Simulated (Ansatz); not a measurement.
Input for Ansatz (a first-principles code): R-PBE/def2-TZVPP on GeH5NTe (SMILES N[Te][GeH3]), a point of a torsion scan. Elements past Kr take the def2 small-core potentials; no spin–orbit coupling.

Ansatz 0.2 input:
```yaml
crystal:
  periodic: [false, false, false]
  atoms:
    - {symbol: N, position_ang: [2.11662326, -0.12612713, 0.21178927]}
    - {symbol: Te, position_ang: [0.61851151, -0.11148566, 1.61996524]}
    - {symbol: Ge, position_ang: [-1.35204422, 0.05072517, 0.05150068]}
    - {symbol: H, position_ang: [2.09008255, 0.71035008, -0.35768233]}
    - {symbol: H, position_ang: [2.01768714, -0.91231365, -0.41814654]}
    - {symbol: H, position_ang: [-0.88861040, 0.08779280, -1.37883487]}
    - {symbol: H, position_ang: [-2.32810798, -1.09093989, 0.11655626]}
    - {symbol: H, position_ang: [-2.21167488, 1.27312528, 0.21575910]}
basis:
  gaussian:
    orbitals: def2-TZVPP
hamiltonian:
  xc: {name: PBE}
scf: {lower_state_search: off}
```

Problem. Give the final energy of this run.

Solution. -2402.4149 hartree.
